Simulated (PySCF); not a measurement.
CH5AlF2O2Si, SMILES [OH][Al]([CH2][SiH](F)F)[OH]. Atoms are numbered in the order given.

```xyz
12

Si     1.4990     0.3896     0.1718
F      1.7925     1.5684     1.2373
F      0.4288    -0.6461     1.0132
C      0.3613     0.7750    -1.1911
Al    -1.0706    -0.3968    -0.4545
O     -1.1569    -1.9568    -1.1443
O     -2.3248     0.3954     0.3873
H      2.7323    -0.4024     0.0040
H      0.7230     0.4486    -2.1777
H      0.0659     1.8346    -1.2266
H     -1.8018    -2.6433    -0.9604
H     -3.0924     0.0070     0.8121
```
Charge 0, spin multiplicity 1.

The structure is a stationary point at B3LYP-D3(BJ)/def2-SVP. The structure was generated by enumeration; whether it is a known compound was not checked. One conformer was computed; it need not be the lowest.

Method: PBE0/pcSseg-1 (PySCF).

GIAO shieldings, no solvent; atoms listed in one row are averaged. δ = σ(ref) − σ: ²⁹Si against TMS (σ = 352.7 ppm); ¹⁹F against CFCl3 (σ = 167.2 ppm); ¹³C against TMS (σ = 186.3 ppm); ¹⁷O against H2O (σ = 334.2 ppm); ¹H against TMS (σ = 31.56 ppm), references at their B3LYP-D3(BJ)/def2-TZVP geometries, non-relativistic.

| nucleus | atoms | count | δ (ppm) |
|---|---|---|---|
| ²⁹Si | Si1 | 1 | 25.2 |
| ¹⁹F | F3 | 1 | -101.7 |
| ¹⁹F | F2 | 1 | -150.5 |
| ¹³C | C4 | 1 | -4.4 |
| ¹⁷O | O6, O7 | 2 | 24.3 |
| ¹H | H8 | 1 | 5.59 |
| ¹H | H12 | 1 | 1.60 |
| ¹H | H11 | 1 | 1.50 |
| ¹H | H10 | 1 | 0.58 |
| ¹H | H9 | 1 | 0.41 |
